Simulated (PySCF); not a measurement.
Predicted microwave data (PBE0/def2-SVPD in PySCF (dipole) on a GFN2-xTB geometry, gas phase) for one isomer of C5H7NSSi:

```
Rotational constants : A = 2114, B = 1177, C = 956.5 MHz
Dipole components    : |μa| = 4.37 D, |μb| = 1.60 D, |μc| = 0.90 D
Inertial defect      : -140.06 u·Å²
κ                    : -0.62
```

Task: Which structure is it? (One computed conformer of each.)
A. `[CH3:1][S:2][C:3]1=[CH:4][CH2:5][Si@H:6]1[C:7]#[N:8]` with C1–S2–C3–C4 -175°
B. `[SiH3:1][S:2][c:3]1[cH:4][cH:5][cH:6][cH:7][n:8]1` with Si1–S2–C3–C4 180°
C. `[N:1]#[C:2][CH2:3][C@H:4]1[SiH2:5][CH:6]=[CH:7][S:8]1` with C2–C3–C4–Si5 64°
D. `[CH3:1][C:2](=[C:3]=[S:4])[CH2:5][SiH2:6][C:7]#[N:8]` with C1–C2–C5–Si6 -85°, C2–C5–Si6–C7 175°
E. `[N:1]#[C:2][Si@@H:3]1[CH:4]=[CH:5][CH2:6][CH2:7][S:8]1` with C2–Si3–C4–C5 -113°, C4–C5–C6–C7 29°, C5–C6–C7–S8 -69°, C6–C7–S8–Si3 64°

Result: E. It is N#C[Si@@H]1C=CCCS1, an asymmetric top, point group C1. The candidates at the same level (rigid rotor, commonest isotopes):

```csv
SMILES,A (MHz),B (MHz),C (MHz),μa (D),μb (D),μc (D),Δ (u·Å²),point group,rotor
CC(=C=S)C[SiH2]C#N,2878,579.2,517.3,2.50,2.16,0.84,-71.08,C1,near-prolate asymmetric top
CSC1=CC[Si@H]1C#N,1844,1164,800.9,1.03,1.91,2.05,-77.25,C1,asymmetric top
[SiH3]Sc1ccccn1,3128,1165,858.5,3.87,0.66,0.00,-6.81,Cs,asymmetric top
N#CC[C@H]1[SiH2]C=CS1,2658,1047,802.5,3.27,0.42,0.71,-43.27,C1,asymmetric top
N#C[Si@@H]1C=CCCS1,2114,1177,956.5,4.37,1.60,0.90,-140.06,C1,asymmetric top
```

`CSC1=CC[Si@H]1C#N` has C 16 % too low; `CC(=C=S)C[SiH2]C#N` has B 51 % too low; `N#CC[C@H]1[SiH2]C=CS1` has A 26 % too high; `[SiH3]Sc1ccccn1` has A 48 % too high. No structure here is proved a minimum.
